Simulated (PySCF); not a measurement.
**Spinor energies of Ho⁴⁰⁺ (holmium, charge +40)**

Start: [Ar] 3d9; 3d3/2 filled at m_j = -3/2, -1/2, +1/2, +3/2; 3d5/2 filled at m_j = -3/2, -1/2, +1/2, +3/2, +5/2. Calculated with PySCF 2.14 in an uncontracted even-tempered set (16 s from 8.5 bohr⁻², ratio 2.8; 13 p from 11 bohr⁻², ratio 2.8; 8 d from 11 bohr⁻², ratio 2.8; 3 f from 43 bohr⁻², ratio 3): generalised Hartree-Fock with the X2C-1e Hamiltonian and a Gaussian nucleus; one run each with spin-orbit coupling (SO) switched off, then screened by Boettger's factors.

| spinor shell | electrons | ε, spin-free (eV) | ε, screened SO (eV) | weight of nominal j (screened SO) | rms radius, screened SO (bohr) |
| --- | --- | --- | --- | --- | --- |
| 1s1/2 | 2 | -57804.1 | -57791.9 | 1.000 | 0.0236 |
| 2s1/2 | 2 | -11331.1 | -11327.1 | 1.000 | 0.0951 |
| 2p1/2 | 2 | -10253.8 | -10865.3 | 1.000 | 0.0812 |
| 2p3/2 | 4 | -10253.8 | -9995.4 | 1.000 | 0.0877 |
| 3s1/2 | 2 | -3894.9 | -3893.7 | 1.000 | 0.239 |
| 3p1/2 | 2 | -3556.6 | -3696.8 | 1.000 | 0.230 |
| 3p3/2 | 4 | -3556.6 | -3496.5 | 1.000 | 0.243 |
| 3d3/2 | 4 | -3152.2 | -3178.0 | 0.994 | 0.214 |
| 3d5/2 | 5 | -3152.2 | -3133.9 | 0.995 | 0.217 |

| quantity | spin-free | screened SO |
| --- | --- | --- |
| E (hartree) | -11548.54040 | -11558.70076 |
| M_J | 5/2 | 5/2 |
| ⟨J²⟩ | 8.750 | 8.750 |
| ⟨L²⟩ | 6.000 | 6.039 |
| ⟨S²⟩ | 0.750 | 0.789 |

Each row is a mean over spinors that exchange with the open shell spreads, by up to 24.123 eV (3p3/2).

Breit and QED terms are absent; they matter most for the inner s and p1/2 levels.

Densities and radii are taken from the X2C orbitals without a picture-change correction, which distorts them close to the nucleus.

Without spin-orbit coupling the j labels of p, d and f shells carry no meaning; the spin-free column gives the mean over the occupied spinors of each nl shell.
